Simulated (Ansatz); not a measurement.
`[CH3][AlH][O][SiH2]O` + `C=CBr` → `C=[C](Br)[AlH][CH3]` + `O[SiH2]O`  (formal exchange of groups at the Al–O bond)

Calculated with Ansatz (gas phase, PBE0-D4/def2-TZVP geometries, no zero-point term in ΔE). CBS: MP2 limit from def2 TZ/QZ plus the TZ coupled-cluster correction, frozen cores. DFT in def2-TZVPP. B3LYP here is the variant with VWN-RPA as its local correlation; programs differ in this. For Br outer-core shells are correlated without core-valence functions, which leaves a few kJ/mol of doubt a bond. Scalar relativity is left out up to krypton. One conformer a species, not always the lowest.

`[CH3][AlH][O][SiH2]O`:

Z-matrix (Å, degrees):
```
C
Al 1 1.941
H 1 1.094 2 111.3
H 1 1.092 2 112.4 3 121.8
H 1 1.096 2 110.5 3 -118.0
O 2 1.689 1 119.7 3 -136.3
H 2 1.584 1 123.8 3 45.0
Si 6 1.616 2 171.9 1 130.8
O 8 1.643 6 112.7 2 16.4
H 8 1.480 6 110.3 2 -100.0
H 8 1.488 6 107.8 2 138.1
H 9 0.958 8 117.7 6 70.3
```

`C=CBr`:

Cartesian coordinates in Å:
```
C 0.018 -0.753 0.044
C -0.129 0.538 -0.179
Br 0.711 1.869 0.852
H 0.639 -1.138 0.843
H -0.497 -1.465 -0.591
H -0.742 0.950 -0.969
```

`C=[C](Br)[AlH][CH3]`:

Z-matrix (Å, degrees):
```
C
Al 1 1.949
H 1 1.092 2 112.3
H 1 1.095 2 111.3 3 -120.9
H 1 1.095 2 111.1 3 120.6
C 2 1.956 1 116.9 3 178.1
H 2 1.583 1 124.2 3 -2.1
Br 6 1.915 2 117.3 1 -179.2
C 6 1.330 2 124.5 1 0.9
H 9 1.087 6 119.1 2 -0.2
H 9 1.086 6 124.0 2 179.8
```

`O[SiH2]O`:

Z-matrix (Å, degrees):
```
Si
O 1 1.642
O 1 1.642 2 113.5
H 1 1.481 2 111.5 3 116.9
H 1 1.481 2 103.8 3 -121.2
H 2 0.958 1 117.7 3 -66.0
H 3 0.958 1 117.7 2 -66.0
```

```csv
level,ΔE (kcal/mol)
r2SCAN-D4,35.0
PBE,32.8
B3LYP,36.4
HF/def2-TZVPP,39.2
MP2/def2-TZVPP,34.9
MP2/def2-QZVPP,34.9
SCS-MP2/def2-QZVPP,35.8
CCSD/CBS(def2),35.5
```

Q: What does CCSD(T)/CBS give? (An estimate is asked.)

A: Computed: +34.6 kcal/mol. The listed levels differ from it by 0.4, -1.8, 1.8, 4.6, 0.3, 0.3, 1.2, 0.9 kcal/mol.

Largest T1 diagnostic among the species: 0.012.

From PBE to PBE0 (25 % exact exchange), in def2-TZVPP and without D4, ΔE moves by +1.1 kcal/mol. The D4 term adds −0.9 kcal/mol with B3LYP and −0.5 kcal/mol with PBE0; it sums over pairs of atoms, weighted by their polarisabilities, and B3LYP, whose exchange is more repulsive, gets the larger term.
